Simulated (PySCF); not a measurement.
**Ionisation energy along the 6-electron series**

Calculated with PySCF 2.14 and a two-component X2C-1e Hamiltonian (Gaussian nucleus, no Breit or QED terms), each ion in its own even-tempered basis scaled to its charge; GMP2 freezes nothing and drops the highest virtual spinors. Values in eV. NIST values: (m) measured, (s) semi-empirical, (t) theoretical.

```json
{"ion": "Tl⁷⁵⁺", "configuration": "[He] 2s2 2p2", "GHF (spin-free)": "21282.8", "GMP2 (spin-free)": "21283.1", "GHF (screened spin-orbit)": "22825.7", "GMP2 (screened spin-orbit)": "22827.9", "NIST": "22780 ± 100 (t)"}
{"ion": "Pb⁷⁶⁺", "configuration": "[He] 2s2 2p2", "GHF (spin-free)": "21864.9", "GMP2 (spin-free)": "21865.2", "GHF (screened spin-orbit)": "23504.3", "GMP2 (screened spin-orbit)": "23506.5", "NIST": "23460 ± 110 (t)"}
{"ion": "Bi⁷⁷⁺", "configuration": "[He] 2s2 2p2", "GHF (spin-free)": "22456.0", "GMP2 (spin-free)": "22456.3", "GHF (screened spin-orbit)": "24197.1", "GMP2 (screened spin-orbit)": "24199.2", "NIST": "24150 ± 120 (t)"}
```

Between Z = 81 and Z = 83 the GMP2 (screened spin-orbit) value grows as Z to the power 2.39.
